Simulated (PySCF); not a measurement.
Computed shifts of a molecule C3HBrClF, PBE/pcSseg-1 in PySCF, GIAO, gas phase, atoms alike by connectivity averaged where their shifts nearly agree, in ppm (number of nuclei): ¹⁹F: -73.5 (1). ¹³C: 204.2 (1), 154.2 (1), 117.9 (1). ¹H: 7.28 (1). References: ¹⁹F against CFCl3 (σ = 133.6 ppm); ¹³C against TMS (σ = 182.0 ppm); ³⁵Cl against HCl (σ = 936.5 ppm); ¹H against TMS (σ = 31.49 ppm), references at their B3LYP-D3(BJ)/def2-TZVP geometries, non-relativistic (without spin–orbit terms, shifts of atoms bonded to Cl or Br come out too high). Geometry optimised at PBE-D3(BJ)/def2-SVP. One conformer was computed; it need not be the lowest.

### Question
Which molecule gave these data?
(A) FC(Cl)=C=CBr
(B) FC=C=C(Cl)Br
(C) FC(Br)=C=CCl

### Answer
C, FC(Br)=C=CCl
